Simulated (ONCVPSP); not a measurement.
u(r) = r·R(r): atom against pseudo-atom (Al)

Columns: radius, all-electron u(r) and pseudo u(r) of the 3p shell (level -2.71 eV) of aluminium in the configuration [Ne] 3s2 3p1; PBE, scalar-relativistic, ONCV scheme, ONCVPSP 4.0.1.

```tsv
r (bohr)	all-electron	pseudo
0.113	-0.0864	0.0031
0.225	-0.1787	0.0120
0.338	-0.2137	0.0268
0.450	-0.1991	0.0466
0.563	-0.1526	0.0714
0.675	-0.0897	0.1003
0.788	-0.0189	0.1331
0.900	0.0526	0.1686
1.013	0.1224	0.2067
1.125	0.1874	0.2455
1.238	0.2474	0.2849
1.350	0.3011	0.3233
1.463	0.3495	0.3608
1.575	0.3919	0.3961
1.688	0.4293	0.4295
1.800	0.4611	0.4597
1.913	0.4880	0.4866
2.025	0.5098	0.5091
2.138	0.5271	0.5270
2.250	0.5402	0.5402
2.363	0.5494	0.5494
2.475	0.5552	0.5552
2.588	0.5578	0.5578
2.700	0.5577	0.5577
2.813	0.5552	0.5552
2.925	0.5506	0.5506
```

(1) How many radial nodes do the two functions have?

(2) At about which radius was the pseudo-wave matched?

(3) Is the pseudo-wave norm-conserving?

Answers

(1) The all-electron 3p function has n − l − 1 = 1; the pseudo-wave has 0, since the states of the same l below it are removed with the core.

(2) 2.25 bohr, where the columns begin to agree (steps of 0.11 bohr).

(3) Yes: the ONCV scheme keeps the norm inside the radius equal to the all-electron one, which fixes the energy derivative of the logarithmic derivative at the level.
